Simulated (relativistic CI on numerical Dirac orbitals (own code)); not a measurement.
# One change at a time: Se XXXIII

Base calculation: Dirac-Coulomb-Breit CI, orbitals from a KLI potential per configuration, model QED, unscaled Slater integrals.

Configurations in the expansion: 1s2, 1s 2s, 1s 2p, 1s 3s, 1s 3p, 1s 3d, 1s 4s, 1s 4p, 1s 4d, 1s 4f, 1s 5s, 1s 5p, 1s 5d, 1s 5f, 1s 5g, 1s 6s, 1s 6p, 1s 6d. Levels of other configurations are missing.

Variants: (1) Breit term removed; (2) configuration mixing switched off. Shifts of the energy above 1s2 1S_0, in eV, for the lowest level and the first level of each name with at least 55 % of one term (blank where a level changes its place among those of its configuration and J or its character, or is not in the variant):

| Level | Base | Δ(1) | Δ(2) |
| --- | --- | --- | --- |
| 1s2 1S_0 | 0.0 | 0.0 | 0.0 |
| 1s 2s 3S_1 | 11534.0 | +14.1 | 0.0 |
| 1s 2p 3P°_0 | 11575.0 | +8.9 | 0.0 |
| 1s 2p 3P°_1 | 11577.8 | +13.4 | 0.0 |
| 1s 2s 1S_0 | 11578.0 | +11.4 | +0.2 |
| 1s 2p 3P°_2 | 11627.8 | +13.8 | 0.0 |
| 1s 2p 1P°_1 | 11650.6 | +13.4 | +0.1 |
| 1s 3s 3S_1 | 13678.6 | +14.1 | 0.0 |
| 1s 3p 3P°_0 | 13689.9 | +12.7 | 0.0 |
| 1s 3s 1S_0 | 13690.3 | +13.3 | -0.1 |
| 1s 3p 3P°_1 | 13690.7 | +13.9 | 0.0 |
| 1s 3p 3P°_2 | 13705.6 | +14.0 | 0.0 |
| 1s 3d 3D_2 | 13711.2 | +14.2 | 0.0 |
| 1s 3d 3D_1 | 13711.4 | +13.8 | 0.0 |

At this charge energies of transitions that change n are usually good to better than 1 %, and those within a shell (Δn = 0) to a few per cent.

Ionisation energy from the two ground configurations alone: base 15365.7 eV; Breit term removed 15379.8 eV. The NIST ASD value (theoretical) is 15367.5 eV.

LS names give the leading component of a level, which can be under half, so a name can repeat, a term be missing and a line seem to break the LS rules.
